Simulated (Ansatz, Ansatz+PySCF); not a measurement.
```xyz
3

Cl    0.0000    0.0000   -2.4586
Cd    0.0000    0.0000    0.0000
Cl    0.0000    0.0000    2.4586
```

Basis set: def2-SVP (spherical functions, with the set's core potentials past Kr). Correlated methods keep 10 orbitals frozen. Charge 0, multiplicity 1.

Computed with Ansatz (development build ahead of 0.2.0); each method stands on the lowest determinant of its kind that the runs found. Restricted open shells among the atoms or ions are ROHF, correlated in semicanonical orbitals with singles.

(1) Give the atomization energy at this shape (free ground-state atoms in the same class of orbitals less the molecule, no zero-point energy) of singlet CdCl2 by RHF-CCSD(T), RHF-CCSD, RHF-MP2, UHF-MP2, RHF, UHF.

Results:

(1)

```json
{"method": "RHF-CCSD(T)", "atomization energy": "4.87 eV"}
{"method": "RHF-CCSD", "atomization energy": "4.78 eV"}
{"method": "RHF-MP2", "atomization energy": "5.03 eV"}
{"method": "UHF-MP2", "atomization energy": "5.06 eV"}
{"method": "RHF", "atomization energy": "4.35 eV"}
{"method": "UHF", "atomization energy": "4.14 eV"}
```

Caution: the shape is not the minimum.
